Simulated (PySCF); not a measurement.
CH6GeS.
Bonds: C1–Ge2, Ge2–S3. Hydrogens: H4, H5, H6 on C1; H7, H8 on Ge2; H9 on S3.

Jobs on this species (9 atoms, 60 electrons) with PySCF (density fitting). Hardware of each: an Arm Neoverse N1 with one thread, no GPU, shared host. Times come from a shared host and carry two figures at best. Peak memory is the resident size of the whole Python process, interpreter and libraries included.

| level and settings | work | basis functions | SCF cycles | wall time | peak memory |
| --- | --- | --- | --- | --- | --- |
| delta-SCF UKS SCAN, pcX-2 on the ionised atom, pcseg-1 elsewhere, spin-free X2C | ΔSCF core ionisation, 3 holes | 131 | ? | ? | ? |
| delta-SCF UKS HF, pcX-2 on the ionised atom, pcseg-1 elsewhere, spin-free X2C | ΔSCF core ionisation, 3 holes | 131 | ? | ? | ? |
| delta-SCF UKS PBE, pcX-2 on the ionised atom, pcseg-1 elsewhere, spin-free X2C | ΔSCF core ionisation, 3 holes | 131 | ? | ? | ? |
| PBE0-D3(BJ)/def2-SVP, grid level 1 | geometry optimisation from a GFN2-xTB start shaken at random | 94 | 43 | 38 s | 0.39 GiB |
| delta-SCF UKS B3LYP, pcX-2 on the ionised atom, pcseg-1 elsewhere, spin-free X2C | ΔSCF core ionisation, 3 holes | 131 | 38 | 26 s | 0.48 GiB |
| delta-SCF UKS SCAN, pcX-1 on the ionised atom, pcseg-1 elsewhere, spin-free X2C | ΔSCF core ionisation, 3 holes | 111 | 41 | 15 s | 0.48 GiB |
| delta-SCF UKS SCAN, pcX-2 on the ionised atom, pcseg-1 elsewhere, non-relativistic | ΔSCF core ionisation, 3 holes | 131 | 42 | 18 s | 0.48 GiB |
| delta-SCF UKS SCAN, def2-TZVP on the ionised atom, pcseg-1 elsewhere, spin-free X2C | ΔSCF core ionisation, 3 holes | 108 | 40 | 17 s | 0.48 GiB |
| delta-SCF UKS PBE0, pcX-2 on the ionised atom, pcseg-1 elsewhere, spin-free X2C | ΔSCF core ionisation, 3 holes | 131 | 38 | 25 s | 0.48 GiB |

**Question.** Fill in the missing figures.

**Answer.** 
- delta-SCF UKS SCAN, pcX-2 on the ionised atom, pcseg-1 elsewhere, spin-free X2C; ΔSCF core ionisation, 3 holes: 19 s, 0.39 GiB, 42 SCF cycles
- delta-SCF UKS HF, pcX-2 on the ionised atom, pcseg-1 elsewhere, spin-free X2C; ΔSCF core ionisation, 3 holes: 15 s, 0.48 GiB, 37 SCF cycles
- delta-SCF UKS PBE, pcX-2 on the ionised atom, pcseg-1 elsewhere, spin-free X2C; ΔSCF core ionisation, 3 holes: 13 s, 0.48 GiB, 40 SCF cycles

**Question.** What do all jobs in the table cost together?

**Answer.** About 3.1 min; the longest takes about 20 % of that, and about 2.9 times as long as the shortest.
